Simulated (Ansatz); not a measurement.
Geometry optimisation, Ansatz, RKS r2SCAN-D4/STO-3G.

The input (input.yaml):

```yaml
crystal:
  periodic: [false, false, false]
  atoms:
    - { symbol: Cl, position_ang: [-1.3636, -2.885, 0.8383] }
    - { symbol: Al, position_ang: [-0.7042, -0.8854, 0.0856] }
    - { symbol: C, position_ang: [0.3474, 0.6687, 0.3497] }
    - { symbol: "N", position_ang: [0.6205, 0.1416, -0.9981] }
    - { symbol: H, position_ang: [1.3021, 0.5286, 0.9518] }
    - { symbol: H, position_ang: [-0.1209, 1.6753, 0.3755] }
    - { symbol: H, position_ang: [-0.0201, 0.6882, -1.6485] }
basis:
  gaussian: { orbitals: STO-3G }
hamiltonian:
  xc: r2scan
  dispersion: d4
relax:
  f_tol: 0.02
  max_steps: 40
scf:
  lower_state_search: "off"
```

Command:

```bash
$ ansatz run input.yaml --threads 1 --pin off --max-ram 2048MiB --backend cpu --events-out ev --progress --plain --runs-dir out
```

Task: Where does it end, and by what steps?

Result: It converged. Limits of this set-up: minimal basis. After 14 steps the energy has fallen by 1.673 eV; N4 moved furthest, 0.56 Å.

| step | energy less start (eV) | largest force component (eV/Å) | accepted |
| --- | --- | --- | --- |
| 0 | 0.0000 | 4.820 | yes |
| 1 | -1.2570 | 1.839 | yes |
| 2 | -1.4173 | 0.724 | yes |
| 3 | -1.4522 | 0.274 | yes |
| 4 | -1.4695 | 0.570 | yes |
| 5 | -1.4907 | 0.656 | yes |
| 6 | -1.5193 | 0.530 | yes |
| 7 | -1.5456 | 0.983 | yes |
| 8 | -1.6067 | 1.379 | yes |
| 9 | -1.6475 | 0.771 | yes |
| 10 | -1.6581 | 0.857 | yes |
| 11 | -1.6732 | 0.044 | yes |
| 12 | -1.6733 | 0.029 | yes |
| 13 | -1.6734 | 0.020 | yes |
| 14 | -1.6734 | 0.004 | yes |

```xyz
7
Properties=species:S:1:pos:R:3
Cl -1.433 -2.787 0.591
Al -0.492 -0.969 0.276
C 0.345 0.677 0.453
N 0.070 0.047 -0.925
H 1.413 0.808 0.711
H -0.187 1.627 0.655
H 0.346 0.528 -1.807
```

Time of the run: 32 s on 1 thread of Arm Neoverse V1 (shared host), peak memory 0.13 GiB.
